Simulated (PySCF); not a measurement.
BrClFH₂NSi. Atoms are numbered in the order given.

```xyz
7

N      2.0418    -0.1744     0.4401
Si     0.3947     0.1879     0.5224
F     -0.2849    -0.0957     1.9617
Cl     0.1190     2.1774     0.1698
Br    -0.6978    -1.0551    -0.9123
H      2.3859    -1.1059     0.2399
H      2.7580     0.4707     0.7529
```
Charge 0, spin multiplicity 1.

Coordinates come from a ωB97X-D3(BJ)/def2-SVP optimisation. The structure was generated by enumeration, and PubChem lists no compound with its InChIKey, so it may never have been made. One conformer was computed; it need not be the lowest.

All values below come from SMD-PBE0/def2-SVP run with PySCF.

Solvation free energies are E(SMD) − E(gas) at the gas-phase geometry, for 1 M in both phases. Bromine has the revised SMD18 radius of 2.60 Å. In vacuum the dipole moment is 2.81 D.

Task: Rank water, cyclohexanone, dichloromethane by solvation free energy, most negative first.

Result: dichloromethane (-6.6 kcal/mol), cyclohexanone (-6.0 kcal/mol), water (-3.4 kcal/mol)
